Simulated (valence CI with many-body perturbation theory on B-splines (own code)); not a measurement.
# Ca XIV: key properties

Level of theory: configuration interaction combined with many-body perturbation theory (CI+MBPT): five valence electrons over a frozen Dirac-Fock core [He], a basis of 9 s, 9 p, 8 d, 6 f, 3 g, 1 h functions for each j, with the one-electron correlation potential Σ1 (screened to all orders), the two-electron term Σ2, the three-electron term Σ3, Breit, model QED; selected single and double excitations, second order for the rest (own B-spline code, finite nucleus).

No measured spectrum was set against this ion. As an estimate, levels of excited configurations hold to 0.05 to 0.15 % of their energy, terms of the ground configuration to about 0.5 %. Among the levels kept, up to 1900 cm⁻¹ of a level comes from second order outside the variational space, and about a tenth of that is noise between levels of different J, which matters for small intervals.

Rates and lifetimes use the calculated energies. Strong lines usually hold to 10 to 20 %, long lifetimes can be off by a factor of two.

Q: What is the ground level?

A: 2s2 2p3 4S°_3/2, composition 98 % 2s2 2p3 4S° + 2 % 2s2 2p3 2P°, g = 1.987.

Q: What is the ionisation energy?

A: 816.76 eV; NIST lists 817.2 ± 0.6 eV (semi-empirical).

Q: How well does LS coupling describe the low levels?

A: Among the lowest 20 levels the leading LS term, summed over configurations, holds 96 % on average. For single configurations the figures are 95 % in LS and 72 % in jj coupling. Terms mix most in the J = 3/2 level at 22.79 eV, where the leading one holds 87 %.

Q: Among levels below 529.27 eV, which E1 lines absorb most strongly from the ground level?

A: to 2s2 2p2 3d 4P_5/2 at 2.412 nm, f = 0.660; to 2s2 2p2 3d 4P_3/2 at 2.409 nm, f = 0.522; to 2s2 2p2 3d 4P_1/2 at 2.407 nm, f = 0.278.

Q: What are the static dipole polarisabilities of the lowest levels?

A: 2s2 2p3 4S°_3/2 0.0313; 2s2 2p3 2D°_3/2 0.0267 (tensor 0.0048); 2s2 2p3 2D°_5/2 0.0272 (tensor 0.0018); 2s2 2p3 2P°_1/2 0.0238 bohr³, of which the core gives 5.92e-05.
